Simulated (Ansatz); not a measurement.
Basis-set series for `C[Si](C)(P)Cl`. Total charge 0; spin multiplicity 1. All single points use the PBE0-D4/def2-TZVP geometry. It is one conformer, not always the lowest.

```json
{"functional": "PBE0-D4", "basis": "def2-TZVPP", "functions": "300", "energy (Eh)": "-1171.73565", "HOMO (eV)": "-7.45", "LUMO (eV)": "0.34"}
{"functional": "PBE0-D4", "basis": "def2-QZVPP", "functions": "564", "energy (Eh)": "-1171.77440", "HOMO (eV)": "-7.48", "LUMO (eV)": "0.14"}
{"functional": "ωB97M-V", "basis": "def2-TZVPP", "functions": "300", "energy (Eh)": "-1172.10720", "HOMO (eV)": "-9.54", "LUMO (eV)": "2.00"}
{"functional": "ωB97M-V", "basis": "def2-QZVPP", "functions": "564", "energy (Eh)": "-1172.14415", "HOMO (eV)": "-9.56", "LUMO (eV)": "1.40"}
```

Give the rows for def2-SVP. (Best estimate.)

The calculation gave: 
| functional | basis | functions | energy (Eh) | HOMO (eV) | LUMO (eV) |
| --- | --- | --- | --- | --- | --- |
| PBE0-D4 | def2-SVP | 122 | -1171.26468 | -7.39 | 0.70 |
| ωB97M-V | def2-SVP | 122 | -1171.63077 | -9.45 | 2.67 |

Positive LUMOs are unbound and depend on the basis.

Results of the Gaussian-basis code of Ansatz.
